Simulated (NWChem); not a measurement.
Atomisation of C$_{2}$H$_{5}$FO$_{2}$Si

```xyz
11

O     -2.6483     0.0752     0.0000
Si    -1.3754    -0.9766     0.0000
O      0.0063    -0.0235     0.0000
C      1.3119    -0.3838     0.0000
C      2.3115     0.5032     0.0000
F      2.1066     1.8255     0.0000
H     -2.4395     1.0172     0.0000
H     -1.3974    -1.8312     1.2180
H     -1.3974    -1.8312    -1.2180
H      1.5623    -1.4514     0.0000
H      3.3635     0.2094     0.0000
```
Charge 0, spin multiplicity 1.

Everything below was run with NWChem. Structure: optimised with B3LYP/def2-SVP, held to Cs symmetry and with no frequency check, so it may be a saddle point. It is one conformer; others weren't searched.

Basis set: def2-SVP. The atomisation energy is electronic alone: no zero-point, thermal, spin-orbit or counterpoise terms. No value is extrapolated to the basis-set limit. Free atoms are single determinants with multiplicities O 3, Si 3, C 3, F 2, H 2.

B3LYP has NWChem's definition, with VWN1-RPA local correlation. The structure started from a generated list of species. The stability of the SCF solutions was not checked. Open-shell Hartree-Fock references start from PBE0 orbitals.

Q: One of these methods gave an atomisation energy of 1064.9 kcal/mol. Which?
A) r2SCAN
B) B3LYP
C) HF
D) PBE

A: D, PBE. The others give 1031.4 (B3LYP), 1041.3 (r2SCAN), 734.2 (HF).
